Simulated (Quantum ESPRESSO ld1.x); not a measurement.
Task: The mean radii <r> (bohr) of the occupied orbitals of an atom or ion are listed with their occupations. All-electron calculation, scalar-relativistic Kohn-Sham, BLYP, spin-unpolarised, spherical densities, point nucleus. Program: ld1.x of Quantum ESPRESSO 7.5.

| orbital | occ. | <r> |
|---|---|---|
| 1s | 2 | 0.02611 |
| 2s | 2 | 0.1121 |
| 2p | 6 | 0.09819 |
| 3s | 2 | 0.2988 |
| 3p | 6 | 0.2967 |
| 3d | 10 | 0.2731 |
| 4s | 2 | 0.6862 |
| 4p | 6 | 0.7255 |
| 4d | 9 | 0.7973 |

Name the element and its charge.

Result: Z = 55, caesium, charge +10: Cs10+ in [Kr] 4d9. The 1s radius gives Z: for a bare nucleus <r> = (2 gamma + 1)/(2Z) with gamma = sqrt(1 - (Z/c)^2), 0.02574 bohr for Z = 55, and screening makes it slightly larger (0.02611 here). The occupations add up to 45, and the charge is Z minus that.
